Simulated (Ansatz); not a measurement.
```yaml
atoms:
  - { symbol: C, position_ang: [0.0000, 0.0000, -1.4124] }
  - { symbol: C, position_ang: [0.0000, 0.0000, 0.0000] }
  - { symbol: C, position_ang: [0.0000, 0.0000, 1.4124] }
  - { symbol: H, position_ang: [0.0000, -1.0117, -2.0249] }
  - { symbol: H, position_ang: [0.0000, 1.0117, -2.0249] }
  - { symbol: H, position_ang: [-1.0117, 0.0000, 2.0249] }
  - { symbol: H, position_ang: [1.0117, 0.0000, 2.0249] }
```

Basis set: def2-TZVP (spherical functions). Correlated methods keep 3 orbitals frozen. Charge 0, multiplicity 1.

Computed with Ansatz (development build ahead of 0.2.0); each method stands on the lowest determinant of its kind that the runs found. Restricted open shells among the atoms or ions are ROHF, correlated in semicanonical orbitals with singles.

Question: Give the atomization energy at this shape (free ground-state atoms in the same class of orbitals less the molecule, no zero-point energy) of singlet C₃H₄ by RHF-MP2, RHF.

Answer:

| method | atomization energy |
| --- | --- |
| RHF-MP2 | 28.71 eV |
| RHF | 21.38 eV |

Caution: no unrestricted run beside it, a lower state can exist; the shape is not the minimum.
